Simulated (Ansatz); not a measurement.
Ansatz (a quantum-chemistry and plane-wave program) input (r2SCAN/def2-TZVPD):

Ansatz 0.2 input:
```yaml
crystal:
  periodic: [false, false, false]
  atoms:
    - {symbol: C, position_ang: [0.12393264, -1.35269135, 0.03528775]}
    - {symbol: C, position_ang: [1.25250571, -0.57824751, 0.11389256]}
    - {symbol: N, position_ang: [1.12467246, 0.75726050, 0.07860209]}
    - {symbol: C, position_ang: [-0.11296458, 1.23297794, -0.03216478]}
    - {symbol: N, position_ang: [-1.24310018, 0.53534616, -0.11232241]}
    - {symbol: C, position_ang: [-1.12612358, -0.80117936, -0.07790736]}
    - {symbol: H, position_ang: [2.25383154, -0.98206948, 0.20386098]}
    - {symbol: H, position_ang: [-0.21190500, 2.31288597, -0.06033642]}
    - {symbol: H, position_ang: [-2.03703361, -1.38422148, -0.14213139]}
basis:
  gaussian:
    orbitals: def2-TZVPD
hamiltonian:
  xc: {name: r2SCAN}
magnetization: {spin_polarized: true, initial_magnetization: 1}
output: {forces: true}
```

End of the output:

```
integrals: 0.16 GiB planned
1207 factors; their error is unknown
0.47 GiB of the device are held for the grids
1.32 GiB of device memory are held for the factors and their scratch space
mean field: 1.59 GiB planned
mean field evaluation 1: about -7165.4724 eV, gradient 4.0e1 eV
mean field evaluation 2: about -7159.8006 eV, gradient 5.3e1 eV
mean field evaluation 4: about -7172.4859 eV, gradient 5.6e0 eV
mean field evaluation 8: about -7172.6568 eV, gradient 2.0e-1 eV
mean field evaluation 16: about -7172.6167 eV, gradient 4.2e-3 eV
mean field -7172.61673200 eV, -263.5888031268 hartree, gradient 4.5e-5 eV, S^2 0.760828; 0 other end points of the search recorded, 0 dependent functions left out
the calculation of the forces begins
reference -7172.61674893 eV, -263.5888037489 hartree; 21, 20 occupied and 228, 229 virtual orbitals, 1207 factors
Total energy: -7172.61674893 eV, -263.5888037489 hartree
Atom 0 at     0.123933    -1.352691     0.035288 Å, force     0.004119    -0.044959     0.001173 eV/Å
Atom 1 at     1.252506    -0.578248     0.113893 Å, force    -0.095288    -0.010355    -0.007657 eV/Å
Atom 2 at     1.124672     0.757261     0.078602 Å, force     0.132731     0.110770     0.008880 eV/Å
Atom 3 at    -0.112965     1.232978    -0.032165 Å, force     0.016545    -0.180585     0.004711 eV/Å
Atom 4 at    -1.243100     0.535346    -0.112322 Å, force    -0.150595     0.084215    -0.013966 eV/Å
Atom 5 at    -1.126124    -0.801179    -0.077907 Å, force     0.095547     0.007530     0.007731 eV/Å
Atom 6 at     2.253832    -0.982069     0.203861 Å, force     0.078586    -0.013833     0.006730 eV/Å
Atom 7 at    -0.211905     2.312886    -0.060336 Å, force    -0.006910     0.075420    -0.001967 eV/Å
Atom 8 at    -2.037034    -1.384221    -0.142131 Å, force    -0.074735    -0.028202    -0.005633 eV/Å
Dipole moment:     0.022145    -0.241706     0.006305 e Å
```

It need not be the lowest isomer of its formula.
